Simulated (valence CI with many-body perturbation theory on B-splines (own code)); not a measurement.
**E1 line list for Ga²⁴⁺**

Level of theory: relativistic CI+MBPT: five valence electrons over a frozen Dirac-Fock core [He], a basis of 9 s, 9 p, 8 d, 6 f, 3 g, 1 h functions for each j, with the one-electron correlation potential Σ1 (screened to all orders), the two-electron term Σ2, the three-electron term Σ3, Breit, model QED; selected single and double excitations, second order for the rest (own B-spline code, finite nucleus).

No measured levels were compared; by estimate levels of excited configurations hold to 0.05 to 0.15 % of their energy, terms of the ground configuration to about 0.5 %. Among the levels kept, up to 2000 cm⁻¹ of a level comes from second order outside the variational space, and about a tenth of that is noise between levels of different J, which matters for small intervals.

Lines 51 to 100 of 270 in falling wavelength, among levels below 12086 × 10³ cm⁻¹, chosen from the strongest by gf and those to the six lowest levels. Wavelengths and rates use the calculated energies, so an error of 900 cm⁻¹ moves a line at 283.1 Å by 0.25 % and its rate by three times that or more. Electric multipoles are in the length gauge, E1 and E2 with the static RPA response of the core. Weak lines are less certain than strong ones. Lines between different terms over intervals too small for the method are left out, as are lines whose strength nearly cancels. The highest levels of a list are the least certain.

Levels are named by their leading jj configuration (3d3/2^4 stands for four electrons in 3d with j = 3/2), which in mixed levels can hold well under half, so a name can repeat and another be missing. Letters in brackets count levels of one name in rising energy.

| λ vac (Å) | Upper | Lower | A (s⁻¹) | log gf | Branch % |
| --- | --- | --- | --- | --- | --- |
| 283.1 | (2s^2 2p1/2 2p3/2 3d3/2) J=3/2 [b] | (2s^2 2p1/2 2p3/2 3p1/2) J=3/2 [b] | 2.81e+09 | -0.87 | 0.0 |
| 282.7 | (2s^2 2p3/2^2 3d3/2) J=5/2 | (2s^2 2p3/2^2 3p3/2) J=5/2 | 6.96e+08 | -1.30 | 0.0 |
| 281.4 | (2s^2 2p1/2 2p3/2 3d3/2) J=3/2 [a] | (2s^2 2p1/2 2p3/2 3p1/2) J=3/2 [a] | 1.45e+09 | -1.16 | 0.0 |
| 281.2 | (2s^2 2p3/2^2 3p3/2) J=3/2 [b] | (2s^2 2p3/2^2 3s) J=1/2 | 5.21e+09 | -0.61 | 2.8 |
| 279.0 | (2s^2 2p1/2 2p3/2 3d3/2) J=7/2 | (2s^2 2p1/2 2p3/2 3p3/2) J=5/2 [a] | 2.19e+09 | -0.69 | 2.6 |
| 278.1 | (2s^2 2p1/2 2p3/2 3d5/2) J=5/2 [a] | (2s^2 2p1/2 2p3/2 3p3/2) J=5/2 [a] | 8.11e+08 | -1.25 | 0.0 |
| 274.7 | (2s^2 2p1/2 2p3/2 3d3/2) J=1/2 [b] | (2s^2 2p1/2 2p3/2 3p1/2) J=3/2 [b] | 4.24e+09 | -1.02 | 0.0 |
| 274.5 | (2s^2 2p3/2^2 3d3/2) J=3/2 | (2s^2 2p3/2^2 3p1/2) J=3/2 | 2.47e+09 | -0.95 | 0.0 |
| 273.6 | (2s^2 2p1/2 2p3/2 3d3/2) J=5/2 [a] | (2s^2 2p1/2 2p3/2 3p1/2) J=3/2 [a] | 3.77e+09 | -0.60 | 0.1 |
| 273.1 | (2s^2 2p3/2^2 3d3/2) J=7/2 | (2s^2 2p3/2^2 3p1/2) J=5/2 | 4.30e+09 | -0.41 | 0.0 |
| 272.9 | (2s^2 2p1/2 2p3/2 3d5/2) J=5/2 [b] | (2s^2 2p1/2 2p3/2 3p3/2) J=3/2 [b] | 4.21e+09 | -0.55 | 0.0 |
| 272.5 | (2s^2 2p1/2 2p3/2 3p3/2) J=5/2 [b] | (2s^2 2p1/2 2p3/2 3s) J=3/2 [b] | 4.43e+09 | -0.53 | 3.9 |
| 272.5 | (2s^2 2p1/2 2p3/2 3p3/2) J=3/2 [a] | (2s^2 2p1/2 2p3/2 3s) J=3/2 [a] | 2.10e+09 | -1.03 | 1.4 |
| 272.1 | (2s^2 2p3/2^2 3d3/2) J=5/2 | (2s^2 2p3/2^2 3p1/2) J=3/2 | 1.79e+09 | -0.92 | 0.0 |
| 271.6 | (2s^2 2p3/2^2 3d3/2) J=7/2 | (2s^2 2p3/2^2 3p3/2) J=7/2 | 8.72e+08 | -1.11 | 0.0 |
| 269.1 | (2s^2 2p1/2 2p3/2 3d3/2) J=7/2 | (2s^2 2p1/2 2p3/2 3p1/2) J=5/2 | 1.62e+09 | -0.85 | 1.9 |
| 264.7 | (2s^2 2p1/2^2 3d3/2) J=3/2 | (2s^2 2p1/2^2 3p1/2) J=1/2 | 4.95e+09 | -0.68 | 0.1 |
| 258.6 | (2s^2 2p1/2 2p3/2 3d3/2) J=3/2 [a] | (2s^2 2p1/2 2p3/2 3p1/2) J=1/2 | 3.08e+09 | -0.91 | 0.0 |
| 251.8 | (2s^2 2p1/2 2p3/2 3p3/2) J=5/2 [b] | (2s^2 2p1/2 2p3/2 3s) J=5/2 | 2.30e+09 | -0.88 | 2.0 |
| 250.7 | (2s^2 2p1/2 2p3/2 3d3/2) J=1/2 [a] | (2s^2 2p1/2 2p3/2 3p1/2) J=1/2 | 4.23e+09 | -1.10 | 0.1 |
| 247.5 | (2s^2 2p1/2 2p3/2 3p3/2) J=3/2 [b] | (2s^2 2p1/2 2p3/2 3s) J=1/2 | 2.83e+09 | -0.98 | 1.9 |
| 246.5 | (2s^2 2p3/2^2 3d5/2) J=3/2 | (2s^2 2p3/2^2 3p3/2) J=1/2 | 1.80e+09 | -1.18 | 0.0 |
| 243.4 | (2s^2 2p1/2 2p3/2 3d3/2) J=5/2 [b] | (2s^2 2p1/2 2p3/2 3p3/2) J=5/2 [a] | 1.83e+09 | -1.01 | 0.0 |
| 242.9 | (2s^2 2p1/2 2p3/2 3p3/2) J=1/2 [b] | (2s^2 2p1/2 2p3/2 3s) J=3/2 [b] | 6.36e+09 | -0.95 | 3.3 |
| 240.8 | (2s 2p1/2 2p3/2^2 3p3/2) J=5/2 | (2s 2p1/2^2 2p3/2 3s) J=5/2 | 1.68e+09 | -1.06 | 0.0 |
| 233.4 | (2s^2 2p3/2^2 3d3/2) J=1/2 | (2s^2 2p3/2^2 3p1/2) J=3/2 | 3.13e+09 | -1.29 | 0.0 |
| 228.2 | (2s^2 2p3/2^2 3d5/2) J=5/2 | (2s^2 2p3/2^2 3p3/2) J=5/2 | 2.46e+09 | -0.94 | 0.0 |
| 225.5 | (2s^2 2p1/2 2p3/2 3d5/2) J=3/2 [b] | (2s^2 2p1/2 2p3/2 3p3/2) J=3/2 [a] | 2.32e+09 | -1.15 | 0.0 |
| 225.0 | (2s^2 2p3/2^2 3p3/2) J=3/2 [a] | (2s^2 2p3/2^2 3s) J=3/2 | 7.60e+09 | -0.64 | 0.9 |
| 215.1 | (2s^2 2p3/2^2 3p3/2) J=3/2 [a] | (2s^2 2p3/2^2 3s) J=5/2 | 3.37e+09 | -1.03 | 0.4 |
| 211.4 | (2s^2 2p1/2 2p3/2 3p3/2) J=1/2 [b] | (2s^2 2p1/2 2p3/2 3s) J=1/2 | 4.14e+09 | -1.26 | 2.2 |
| 198.5 | (2s^2 2p3/2^2 3p3/2) J=3/2 [b] | (2s^2 2p3/2^2 3s) J=3/2 | 2.57e+09 | -1.22 | 1.4 |
| 182.9 | (2s^2 2p3/2^2 3p1/2) J=5/2 | (2s^2 2p1/2 2p3/2 3s) J=3/2 [b] | 1.91e+09 | -1.24 | 1.9 |
| 168.1 | (2s 2p1/2 2p3/2^2 3p3/2) J=5/2 | (2s^2 2p1/2 2p3/2 3p1/2) J=3/2 [b] | 2.05e+09 | -1.28 | 0.0 |
| 166.0 | (2s 2p1/2 2p3/2^3) J=3/2 [a] | (2s^2 2p3/2^3) J=3/2 | 3.58e+08 | -2.23 | 1.0 |
| 138.9 | (2s 2p1/2 2p3/2^2 3s) J=7/2 | (2s^2 2p3/2^2 3s) J=5/2 | 3.71e+09 | -1.07 | 0.1 |
| 136.1 | (2s 2p1/2^2 2p3/2^2) J=5/2 | (2s^2 2p1/2 2p3/2^2) J=5/2 | 7.71e+08 | -1.89 | 4.0 |
| 125.1 | (2s 2p1/2^2 2p3/2^2) J=1/2 | (2s^2 2p1/2 2p3/2^2) J=1/2 | 1.40e+09 | -2.18 | 3.7 |
| 123.7 | (2s 2p1/2^2 2p3/2^2) J=5/2 | (2s^2 2p1/2 2p3/2^2) J=3/2 | 2.74e+09 | -1.42 | 14.3 |
| 117.3 | (2s 2p1/2 2p3/2^3) J=3/2 [b] | (2s^2 2p3/2^3) J=3/2 | 2.66e+08 | -2.66 | 0.3 |
| 113.4 | (2s 2p1/2 2p3/2^3) J=3/2 [a] | (2s^2 2p1/2 2p3/2^2) J=5/2 | 4.26e+08 | -2.48 | 1.2 |
| 110.4 | (2s 2p1/2 2p3/2^3) J=5/2 | (2s^2 2p3/2^3) J=3/2 | 7.14e+09 | -1.11 | 13.2 |
| 109.4 | (2p1/2^2 2p3/2^3) J=3/2 | (2s 2p1/2 2p3/2^3) J=3/2 [c] | 3.15e+10 | -0.65 | 20.9 |
| 107.1 | (2p1/2 2p3/2^4) J=1/2 | (2s 2p3/2^4) J=1/2 | 3.78e+10 | -0.89 | 21.7 |
| 104.7 | (2s 2p1/2 2p3/2^3) J=3/2 [a] | (2s^2 2p1/2 2p3/2^2) J=3/2 | 3.10e+08 | -2.69 | 0.9 |
| 103.8 | (2s 2p1/2 2p3/2^2 3s) J=7/2 | (2s^2 2p1/2 2p3/2 3s) J=5/2 | 1.29e+10 | -0.78 | 0.3 |
| 103.8 | (2s 2p1/2 2p3/2^2 3s) J=5/2 [a] | (2s^2 2p1/2 2p3/2 3s) J=3/2 [a] | 2.03e+10 | -0.71 | 0.6 |
| 102.0 | (2s 2p1/2^2 2p3/2^2) J=1/2 | (2s^2 2p1/2 2p3/2^2) J=3/2 | 1.45e+09 | -2.34 | 3.8 |
| 101.9 | (2p1/2^2 2p3/2^3) J=3/2 | (2s 2p1/2 2p3/2^3) J=1/2 | 1.30e+10 | -1.09 | 8.6 |
| 98.33 | (2s 2p1/2^2 2p3/2^2) J=5/2 | (2s^2 2p1/2^2 2p3/2) J=3/2 | 1.56e+10 | -0.87 | 81.6 |

(1) How does gf follow from A for the line at 136.1 Å?

Results:

(1) gf = 1.4992 × (2J+1)_upper × A / σ², with σ = 734969 cm⁻¹ and 2J+1 = 6: gf = 0.0128.
